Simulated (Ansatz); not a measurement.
Ansatz (a quantum-chemistry and plane-wave program) job for Si(Cl)3(NH2) (Cl₃H₂NSi), SMILES N[Si](Cl)(Cl)Cl, PBE/def2-SVPD. Coordinates come from a B3LYP-D3(BJ)/def2-SVP optimisation. Other conformers were not sampled.

Ansatz 0.2 input:
```yaml
crystal:
  periodic: [false, false, false]
  atoms:
    - {symbol: N, position_ang: [1.95602770, 0.28234290, -0.00000000]}
    - {symbol: Si, position_ang: [0.27612805, 0.03237752, -0.00000000]}
    - {symbol: Cl, position_ang: [-0.50365406, 0.89423017, 1.69640069]}
    - {symbol: Cl, position_ang: [-0.50365406, 0.89423025, -1.69640065]}
    - {symbol: Cl, position_ang: [-0.31971751, -1.94857906, -0.00000005]}
    - {symbol: H, position_ang: [2.50072450, 0.14616566, 0.84568766]}
    - {symbol: H, position_ang: [2.50072450, 0.14616571, -0.84568767]}
basis:
  gaussian:
    orbitals: def2-SVPD
hamiltonian:
  xc: {name: PBE}
```

Output:

```
WARN ansatz: RAYON_NUM_THREADS=1 ignored (pool sized by the plan → 1); use --threads N
Functional definition: PBE
integrals: 0.10 GiB planned
1359 factors; their error is unknown
mean field: 0.52 GiB planned
mean field evaluation 1: about -46930.0166 eV, gradient 6.1e1 eV
mean field evaluation 2: about -46904.4312 eV, gradient 1.1e2 eV
mean field evaluation 4: about -46937.3699 eV, gradient 7.2e0 eV
mean field evaluation 8: about -46937.5026 eV, gradient 1.6e-1 eV
mean field evaluation 16: about -46937.4565 eV, gradient 6.6e-5 eV
mean field -46937.45646067 eV, -1724.9197095790 hartree, gradient 6.6e-5 eV, S^2 0.000000; 0 other end points of the search recorded, 0 dependent functions left out
reference -46937.45651092 eV, -1724.9197114257 hartree; 37, 37 occupied and 104, 104 virtual orbitals, 1359 factors
Total energy: -46937.45651092 eV, -1724.9197114257 hartree
```

The calculation finished and met its thresholds.
